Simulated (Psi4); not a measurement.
C2H8AsGa (SMILES [CH3][Ga]([CH3])[AsH2]), singlet, at a GFN2-xTB geometry (such geometries of metal compounds can be far from the true shape), with bond 7-6 at 1.6 times its length; B3LYP/6-31G in Psi4.

Input for Psi4:
```
memory 2 GB

molecule mol {
0 1
Ga    0.411344   -0.567388    0.352852
C     2.183584   -1.248071   -0.444470
H     2.085090   -2.279472   -0.800044
H     2.988089   -1.241523    0.297806
H     2.505930   -0.633570   -1.292635
C    -0.318340   -1.525713    2.022935
H    -0.766201   -3.179605    1.653171
H    -1.207339   -1.022344    2.419574
H     0.427639   -1.567734    2.822820
As   -0.833630    1.287945   -0.699837
H    -2.069467    0.432963   -0.534637
H    -0.565032    0.600627   -2.019298
}

set {
  basis 6-31g
  reference rks
  dft_radial_scheme mura
}

energy('b3lyp')
print_variables()
```

The log (banner, timings and long lists left out):

```
   => Loading Basis Set <=

    Name: 6-31G
    Role: ORBITAL
    Keyword: BASIS

         ---------------------------------------------------------
                                   SCF
               by Justin Turney, Rob Parrish, Andy Simmonett
                          and Daniel G. A. Smith
                              RKS Reference
         ---------------------------------------------------------

  ==> Geometry <==

    Molecular point group: c1
    Full point group: C1

    Geometry (in Angstrom), charge = 0, multiplicity = 1:

       Center              X                  Y                   Z               Mass
    ------------   -----------------  -----------------  -----------------  -----------------
         GA           0.458507587600    -0.653464596428     0.390394611338    68.925573500000
         C            2.230747587600    -1.334147596428    -0.406927388662    12.000000000000
         H            2.132253587600    -2.365548596428    -0.762501388662     1.007825032230
         H            3.035252587600    -1.327599596428     0.335348611338     1.007825032230
         H            2.553093587600    -0.719646596428    -1.255092388662     1.007825032230
         C           -0.271176412400    -1.611789596428     2.060477611338    12.000000000000
         H           -0.719037412400    -3.265681596428     1.690713611338     1.007825032230
         H           -1.160175412400    -1.108420596428     2.457116611338     1.007825032230
         H            0.474802587600    -1.653810596428     2.860362611338     1.007825032230
         AS          -0.786466412400     1.201868403572    -0.662294388662    74.921594570000
         H           -2.022303412400     0.346886403572    -0.497094388662     1.007825032230
         H           -0.517868412400     0.514550403572    -1.981755388662     1.007825032230

  Running in c1 symmetry.

  Rotational constants: A =      0.15116  B =      0.04472  C =      0.03551 [cm^-1]
  Rotational constants: A =   4531.67900  B =   1340.75187  C =   1064.41389 [MHz]
  Nuclear repulsion =  496.196686858626947

  Charge       = 0
  Multiplicity = 1
  Electrons    = 84
  Nalpha       = 42
  Nbeta        = 42

  ==> Algorithm <==

  SCF Algorithm Type is DF.
  DIIS enabled.
  MOM disabled.
  Fractional occupation disabled.
  Guess Type is SAD.
  Energy threshold   = 1.00e-06
  Density threshold  = 1.00e-06
  Integral threshold = 1.00e-12

  ==> Primary Basis <==

  Basis Set: 6-31G
    Blend: 6-31G
[...]
   @DF-RKS iter   6: -4240.83170843384414   -2.13421e-02   1.19634e-03 DIIS/ADIIS
   @DF-RKS iter   7: -4240.83931572003348   -7.60729e-03   1.86060e-04 DIIS/ADIIS
   @DF-RKS iter   8: -4240.83947371452632   -1.57994e-04   1.83038e-05 DIIS
   @DF-RKS iter   9: -4240.83947637123947   -2.65671e-06   5.33504e-06 DIIS
   @DF-RKS iter  10: -4240.83947651188100   -1.40642e-07   2.51784e-06 DIIS
   @DF-RKS iter  11: -4240.83947654123131   -2.93503e-08   5.22430e-07 DIIS
  Energy and wave function converged.

  ==> Post-Iterations <==

   Electrons on quadrature grid:
      Ntotal   =   83.9999652294 ; deviation = -3.477e-05

    Orbital Energies [Eh]
    ---------------------

    Doubly Occupied:

[...]
    Virtual:

[...]
    Final Occupation by Irrep:
              A
    DOCC [    42 ]
    NA   [    42 ]
    NB   [    42 ]

  @DF-RKS Final Energy: -4240.83947654123131

   => Energetics <=

    Nuclear Repulsion Energy =            496.1966868586269470
    One-Electron Energy =               -6897.0928782607843459
    Two-Electron Energy =                2298.4450915633542536
    DFT Exchange-Correlation Energy =    -138.3883767024277347
    Empirical Dispersion Energy =           0.0000000000000000
    VV10 Nonlocal Energy =                  0.0000000000000000
    Total Energy =                      -4240.8394765412313063

Computation Completed

Properties will be evaluated at   0.000000,   0.000000,   0.000000 [a0]

Properties computed using the SCF density matrix

 Multipole Moments:

 ------------------------------------------------------------------------------------
     Multipole            Electronic (a.u.)      Nuclear  (a.u.)        Total (a.u.)
 ------------------------------------------------------------------------------------

 L = 1.  Multiply by 2.5417464519 to convert [e a0] to [Debye]
 Dipole X            :         -6.9088229            7.1692210            0.2603981
 Dipole Y            :         14.6502372          -14.8355578           -0.1853207
 Dipole Z            :         -5.5375454            5.6973681            0.1598226
 Magnitude           :                                                    0.3573432

 ------------------------------------------------------------------------------------

  Variable Map:
  ----------------------------------------------------------------------------
[...]
  Array Variable Map:
  ----------------------------------------------------------------------------
[...]
[...]
```
